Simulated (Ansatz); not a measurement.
C2H6AlClO, relaxed with RKS PBE0-D4/def2-TZVP in the Gaussian-basis code of Ansatz from a PBE-D4/def2-SVP geometry. The force threshold is 0.005 eV/Å; the program also tests the step.

Total charge 0; spin multiplicity 1. The bonds changed during the relaxation, so this is another structure than the one it started from.

Start:

```xyz
11

C     0.450   -1.101   -0.708
C     0.226    0.308   -0.283
O     0.294    1.216   -1.220
Al   -0.425    0.839    1.601
Cl   -2.307    0.139    0.607
H     0.253   -1.278   -1.791
H    -0.149   -1.800   -0.095
H     1.523   -1.327   -0.502
H     0.364    0.809   -2.120
H    -0.363    2.420    1.844
H     0.133   -0.225    2.668
```

**Question.** By how much does the energy fall, and how many steps does the optimiser take? (Best estimate.)

**Answer.** The calculation gave: 5.01 kJ/mol, in 19 steps, 2 of them rejected.

**Question.** Which bonds change most? (Best estimate.)

**Answer.** Computed: Al4–Cl5 from 2.241 to 2.188 Å; C2–O3 from 1.307 to 1.285 Å; C1–H6 from 1.115 to 1.097 Å; C1–H8 from 1.116 to 1.098 Å.

**Question.** Give the relaxed structure. (Estimate.)

**Answer.** Ansatz gave: 
```xyz
11

C     0.462   -1.085   -0.721
C     0.210    0.310   -0.328
O     0.268    1.197   -1.256
Al   -0.464    0.818    1.570
Cl   -2.416    0.131    0.859
H     0.484   -1.255   -1.804
H    -0.278   -1.733   -0.246
H     1.430   -1.363   -0.285
H     0.416    0.814   -2.141
H    -0.353    2.386    1.796
H     0.241   -0.220    2.555
```
